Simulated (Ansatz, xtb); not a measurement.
# C5H8O3: which of two isomers lies lower

We compare a, `CCO[C@@H]1OC=C1O`, a singlet, with b, `CCO[C@@H]1OCC1=O`, a singlet. Both are isolated molecules in the gas phase, relaxed with r2SCAN-D4/def2-SVP, each in the lowest conformer that the search found.

Task: Which of the two would you expect CCSD(T)/def2-SVP + ΔMP2/def2-TZVPP electronic energies to favour?

Result: Structure b; the calculation gives E(b) − E(a) = −17.3 kcal/mol.

The same difference at several levels:

```
                             level            geometry  E(b) − E(a) (kcal/mol)  departure from the last row (kcal/mol)  job, with rough time for the two
                          GFN2-xTB            GFN2-xTB                      −7.3                                   +10.1              optimisation, 0.23 s
                         HF/STO-3G            GFN2-xTB                     −27.5                                   −10.1               single point, 0.7 s
      r2SCAN-D4/def2-SVP//GFN2-xTB            GFN2-xTB                     −19.1                                    −1.7                 single point, 9 s
                r2SCAN-D4/def2-SVP  r2SCAN-D4/def2-SVP                     −18.7                                    −1.4               optimisation, 2 min
                       HF/def2-SVP  r2SCAN-D4/def2-SVP                     −24.1                                    −6.7           part of the CCSD(T) run
                      MP2/def2-SVP  r2SCAN-D4/def2-SVP                     −19.4                                    −2.0           part of the CCSD(T) run
                  CCSD(T)/def2-SVP  r2SCAN-D4/def2-SVP                     −20.1                                    −2.8                      single point
CCSD(T)/def2-SVP + ΔMP2/def2-TZVPP  r2SCAN-D4/def2-SVP                     −17.3                                                     single point, 5.2 min
```

As drawn, b has 1 C–C, 1 C=O, 1 C–H in place of 1 C–O, 1 C=C, 1 O–H.

The levels shown agree on the order. The largest departure from CCSD(T)/def2-SVP + ΔMP2/def2-TZVPP is that of HF/STO-3G, 10.1 kcal/mol. The last row adds to CCSD(T) the change of the MP2 difference between the two basis sets, here +2.8 kcal/mol.

With thermal terms from frequencies at re-optimised GFN2-xTB minima (ideal gas, soft modes damped towards free rotors, one conformer each, 298.15 K, 1 atm): the zero-point term adds −0.1 kcal/mol; ΔH is −17.5 and ΔG −17.6 kcal/mol.

The correlated steps freeze 8 core orbitals. Programs: Ansatz 0.2.0, xtb 6.7.1; the last row on 2 threads of Arm Neoverse V1 on a shared host.
